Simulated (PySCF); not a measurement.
Cards and structures have been mixed up. Pair them.

Structures:
1. `CC#C[C@H](C#N)[SiH2]F`
2. `O=CC1=C[C@](F)([SiH2]F)O1`
3. `N#CC1=C[C@@H]2C=C(F)[C@H]12`

Card P (geometry GFN2-xTB):
- Rotational constants A, B, C: 1.739, 1.241, 0.767 GHz
- Static isotropic polarisability (B3LYP/def2-SVPD): 87.2 au
- Lowest singlet excitation (TDDFT B3LYP/def2-SVPD): 6.01 eV (206 nm, f = 0.031)
- Strongest line among the 8 lowest singlet transitions (TDDFT B3LYP/def2-SVPD): S8 at 7.01 eV (177 nm, f = 0.036)
- Lowest triplet excitation (Tamm–Dancoff) (TDA B3LYP/def2-SVPD): 5.35 eV

Card Q (geometry GFN2-xTB):
- Rotational constants A, B, C: 2.225, 0.981, 0.771 GHz
- Static isotropic polarisability (CAM-B3LYP/def2-SVPD): 77.7 au
- Strongest line among the 8 lowest singlet transitions (TDDFT CAM-B3LYP/def2-SVPD): S3 at 5.67 eV (219 nm, f = 0.145)
- Dipole moment (CAM-B3LYP/def2-SVPD): 2.71 D
- Point group: C1
- Lowest triplet excitation (Tamm–Dancoff) (TDA CAM-B3LYP/def2-SVPD): 2.57 eV

Card R (geometry GFN2-xTB):
* Rotational constants A, B, C: 2.898, 1.390, 1.025 GHz
* Static isotropic polarisability (CAM-B3LYP/def2-SVPD): 77.5 au
* Lowest triplet excitation (Tamm–Dancoff) (TDA CAM-B3LYP/def2-SVPD): 3.34 eV
* Dipole moment (CAM-B3LYP/def2-SVPD): 4.97 D
* Lowest singlet excitation (TDDFT CAM-B3LYP/def2-SVPD): 4.99 eV (248 nm, f = 0.015)
* 13C chemical shifts (computed TMS as zero) by class (GIAO PBE0/pcSseg-1): 177.8 (1 C), 170.9 (1 C), 135.7 (1 C), 118.7 (1 C), 116.6 (1 C), 59.3 (1 C), 39.4 (1 C) ppm

Species are written as SMILES; each is one conformer at its optimised geometry, gas phase, non-relativistic unless stated. Electronic properties by PySCF. NMR classes are plain means over equivalent atoms (diastereotopic ones count apart unless rotation or inversion swaps them), as if these changed places fast.

Problem. Which card belongs to which structure?

Solution. P = 1, Q = 2, R = 3. What ties each card to its structure:
- 1 (card P), C5H6FNSi, monoisotopic mass 127.0 u, 8 heavy atoms: an asymmetric top with C = 0.767 GHz, the lowest such constant on the cards; polarisability 87.2 au for 66 electrons.
- 2 (card Q), C4H4F2O2Si, monoisotopic mass 150.0 u, 9 heavy atoms: an asymmetric top with C = 0.771 GHz; polarisability 77.7 au for 76 electrons; dipole 2.71 D.
- 3 (card R), C7H4FN, monoisotopic mass 121.0 u, 9 heavy atoms: 7 C in 7 classes; the least shielded carbon (177.8 ppm) is a vinylic C–F carbon; an asymmetric top with C = 1.025 GHz, the highest such constant on the cards; polarisability 77.5 au for 62 electrons; dipole 4.97 D.
